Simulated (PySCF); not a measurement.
# Electron correlation in Fe (iron, neutral)

[Ar] 3d7 4s1, high-spin 5F determinant (an excited configuration). Calculation: PySCF 2.14, in aug-cc-pVTZ (8s7p5d3f2g, 93 functions); no relativity, point nucleus. Frozen: [Ar]; 8 electrons correlated.

```
  level  correlation energy (mhartree)
   CCSD                        -227.26
    (T)                         -11.13
CCSD(T)                        -238.39
```

Diagnostics: T1 = 0.027, D1 = 0.0652, largest double amplitude 0.027.

Cost of the coupled-cluster step: roughly 50 core-seconds, for 8 correlated electrons.

Iterations:

```
CC2 = 0
CCSD nocc = (np.int64(6), np.int64(2)), nmo = (84, 84)
frozen orbitals [[0, 1, 2, 3, 4, 5, 6, 7, 8], [0, 1, 2, 3, 4, 5, 6, 7, 8]]
max_cycle = 100
direct = 0
conv_tol = 1e-08
conv_tol_normt = 1e-06
diis_space = 8
diis_start_cycle = 0
Init t2, MP2 energy = -0.235397605576552
Init E_corr(UCCSD) = -0.235397605579379
cycle = 1  E_corr(UCCSD) = -0.218502230120253  dE = 0.0168953755  norm(t1,t2) = 0.0920078
cycle = 2  E_corr(UCCSD) = -0.227168714498383  dE = -0.00866648438  norm(t1,t2) = 0.0388477
cycle = 3  E_corr(UCCSD) = -0.225981325720957  dE = 0.00118738878  norm(t1,t2) = 0.0272454
cycle = 4  E_corr(UCCSD) = -0.226915127303915  dE = -0.000933801583  norm(t1,t2) = 0.010292
cycle = 5  E_corr(UCCSD) = -0.227184291196505  dE = -0.000269163893  norm(t1,t2) = 0.00381319
cycle = 6  E_corr(UCCSD) = -0.227254770593599  dE = -7.04793971e-05  norm(t1,t2) = 0.00163044
cycle = 7  E_corr(UCCSD) = -0.227235766856901  dE = 1.90037367e-05  norm(t1,t2) = 0.000767734
cycle = 8  E_corr(UCCSD) = -0.227247771087792  dE = -1.20042309e-05  norm(t1,t2) = 0.000393817
cycle = 9  E_corr(UCCSD) = -0.227262455356457  dE = -1.46842687e-05  norm(t1,t2) = 0.000211368
cycle = 10  E_corr(UCCSD) = -0.22726238722514  dE = 6.81313166e-08  norm(t1,t2) = 0.000107009
cycle = 11  E_corr(UCCSD) = -0.227259840044399  dE = 2.54718074e-06  norm(t1,t2) = 5.16208e-05
cycle = 12  E_corr(UCCSD) = -0.227260670965296  dE = -8.30920896e-07  norm(t1,t2) = 1.82095e-05
cycle = 13  E_corr(UCCSD) = -0.227260726611612  dE = -5.56463159e-08  norm(t1,t2) = 7.63773e-06
cycle = 14  E_corr(UCCSD) = -0.227260475443513  dE = 2.51168099e-07  norm(t1,t2) = 4.42812e-06
cycle = 15  E_corr(UCCSD) = -0.227260505024127  dE = -2.95806137e-08  norm(t1,t2) = 2.33184e-06
cycle = 16  E_corr(UCCSD) = -0.227260498710144  dE = 6.31398217e-09  norm(t1,t2) = 8.6626e-07
UCCSD converged
E(UCCSD) = -1262.613213436822  E_corr = -0.2272604987101444
UCCSD(T) correction = -0.0111323108008395
```
